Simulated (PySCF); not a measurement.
## UHF on Tc (technetium, neutral)

Configuration: [Kr] 4d5 5s2, high-spin 6S determinant. Calculation: PySCF 2.14, in x2c-TZVPPall with one added diffuse shell each of s, p, d, f type (9s7p7d3f1g, 95 functions); scalar relativity by spin-free X2C-1e.

| Item | Value |
| --- | --- |
| Total energy | -4283.046729 hartree |
| One-electron energy | -5905.1579 hartree |
| Hartree (Coulomb) energy | 1749.6250 hartree |
| Exchange energy | -127.5139 hartree |
| ⟨S²⟩ | 8.7935 |
| ⟨L²⟩ | 0.000 |
| Sum of ⟨r⟩ | 33.08 bohr |
| Sum of ⟨r²⟩ | 62.14 bohr² |
| Langevin diamagnetic susceptibility | -49.2 ×10⁻⁶ cm³/mol |

```json
{"shell": "1s β", "electrons": "1", "mean orbital energy (hartree)": "-777.55406", "rms radius, mean of both spins (bohr)": "0.0394"}
{"shell": "1s α", "electrons": "1", "mean orbital energy (hartree)": "-777.55328", "rms radius, mean of both spins (bohr)": "0.0394"}
{"shell": "2s α", "electrons": "1", "mean orbital energy (hartree)": "-113.78447", "rms radius, mean of both spins (bohr)": "0.162"}
{"shell": "2s β", "electrons": "1", "mean orbital energy (hartree)": "-113.74198", "rms radius, mean of both spins (bohr)": "0.162"}
{"shell": "2p α", "electrons": "3", "mean orbital energy (hartree)": "-101.62521", "rms radius, mean of both spins (bohr)": "0.144"}
{"shell": "2p β", "electrons": "3", "mean orbital energy (hartree)": "-101.58402", "rms radius, mean of both spins (bohr)": "0.144"}
{"shell": "3s α", "electrons": "1", "mean orbital energy (hartree)": "-21.05670", "rms radius, mean of both spins (bohr)": "0.442"}
{"shell": "3s β", "electrons": "1", "mean orbital energy (hartree)": "-21.03441", "rms radius, mean of both spins (bohr)": "0.442"}
{"shell": "3p α", "electrons": "3", "mean orbital energy (hartree)": "-16.95222", "rms radius, mean of both spins (bohr)": "0.446"}
{"shell": "3p β", "electrons": "3", "mean orbital energy (hartree)": "-16.92600", "rms radius, mean of both spins (bohr)": "0.446"}
{"shell": "3d α", "electrons": "5", "mean orbital energy (hartree)": "-10.31448", "rms radius, mean of both spins (bohr)": "0.435"}
{"shell": "3d β", "electrons": "5", "mean orbital energy (hartree)": "-10.25243", "rms radius, mean of both spins (bohr)": "0.435"}
{"shell": "4s α", "electrons": "1", "mean orbital energy (hartree)": "-3.43535", "rms radius, mean of both spins (bohr)": "1.13"}
{"shell": "4s β", "electrons": "1", "mean orbital energy (hartree)": "-3.17074", "rms radius, mean of both spins (bohr)": "1.13"}
{"shell": "4p α", "electrons": "3", "mean orbital energy (hartree)": "-2.24267", "rms radius, mean of both spins (bohr)": "1.26"}
{"shell": "4p β", "electrons": "3", "mean orbital energy (hartree)": "-1.89450", "rms radius, mean of both spins (bohr)": "1.26"}
{"shell": "4d α", "electrons": "5", "mean orbital energy (hartree)": "-0.52131", "rms radius, mean of both spins (bohr)": "1.80"}
{"shell": "5s α", "electrons": "1", "mean orbital energy (hartree)": "-0.28083", "rms radius, mean of both spins (bohr)": "3.88"}
{"shell": "5s β", "electrons": "1", "mean orbital energy (hartree)": "-0.20875", "rms radius, mean of both spins (bohr)": "3.88"}
```

Densities and radii are taken from the X2C orbitals without a picture-change correction, which distorts them close to the nucleus.

Spin-orbit constants ζ (cm⁻¹) from the X2C one-electron operator on these orbitals: bare nucleus, nucleus screened by l(l+1)(2l+1)/3 electrons, and screened by the Breit-Pauli mean field of the electrons.

```
shell    bare  screened nucleus  mean field
   2p  642100            612300         n/a
   3p  108800            103700         n/a
   3d   15610             11980         n/a
   4p   14650             13970         n/a
   4d    1178             904.4         n/a
```
